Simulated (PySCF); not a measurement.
Compound: C₅H₁₀Se.
Z-matrix (Å and degrees, PBE0-D3(BJ)/def2-SVP geometry), rows numbered from 1:
```
C 
C   1  1.5265
C   2  1.5196  1  113.55
Se  3  1.9535  2  112.61  1   -61.47
C   4  1.9536  3   94.58  2    52.16
C   5  1.5197  4  112.64  3   -52.13
H   1  1.1057  2  109.02  3   -60.12
H   1  1.1018  2  109.16  3  -175.51
H   2  1.1035  1  109.55  3  -122.26
H   2  1.1042  1  109.17  3   121.33
H   3  1.0999  2  111.56  1  -179.92
H   3  1.1021  2  111.09  1    60.15
H   5  1.0999  4  105.53  3  -174.06
H   5  1.1021  4  108.25  3    71.09
H   6  1.1035  1  109.55  2    60.25
H   6  1.1042  1  109.18  2   176.65
```

Theory: core-valence-separated Tamm–Dancoff BHandHLYP/aug-pcX-1 (pcseg-1 on H, def2-SVPD on Se) in PySCF, non-relativistic, gas phase, PBE0-D3(BJ)/def2-SVP geometry. BHandHLYP without relativity tends to put these K edges a few eV too low, so spacings mean more than positions.

Problem. List the carbon K-edge absorption lines.

Solution. 
```
E (eV)       f  core hole on          main final orbital
284.95  0.1006         C3/C5  spread (2 roots, f summed)
285.46  0.0149            C1                 LUMO (69 %)
285.55  0.0354         C2/C6    LUMO (2 roots, f summed)
285.96  0.0250            C1               LUMO+2 (56 %)
286.11  0.0511         C2/C6  spread (2 roots, f summed)
286.18  0.0373         C3/C5    LUMO (2 roots, f summed)
286.41  0.0078         C2/C6  LUMO+1 (2 roots, f summed)
286.62  0.0561         C3/C5  LUMO+2 (2 roots, f summed)
286.67  0.0011            C1               LUMO+1 (82 %)
286.90  0.0006            C1               LUMO+4 (83 %)
286.94  0.0049         C2/C6  LUMO+4 (2 roots, f summed)
286.97  0.0008            C1               LUMO+5 (41 %)
287.15  0.0035         C2/C6  LUMO+3 (2 roots, f summed)
287.26  0.0056         C3/C5  spread (2 roots, f summed)
```

The first line with a tenth or more of the strongest one's intensity is at 284.95 eV (f = 0.101, sum of 2), with the hole on C3/C5 (sp3 carbon bound to selenium). It is also the strongest listed.

Roots within 0.03 eV whose holes lie on the same, on equivalent or on shared atoms are summed into one line, and the highest roots are left out, as the search may have cut off their partners. Final orbitals are the ground state's empty Kohn–Sham orbitals.

Problem. What is the summed oscillator strength of the listed C K lines, and their intensity-weighted mean energy?

Solution. Σf = 0.345 over 14 lines from 284.95 to 287.26 eV; the weighted mean is 285.82 eV. The strongest line holds 29 % of the sum.

The list ends where the root search ended, not at a threshold. The BHandHLYP/aug-pcX-1 (pcseg-1 on H, def2-SVPD on Se) calculation is non-relativistic and has no spin–orbit coupling, an omission that weighs most on selenium.

One conformer stands for the species.
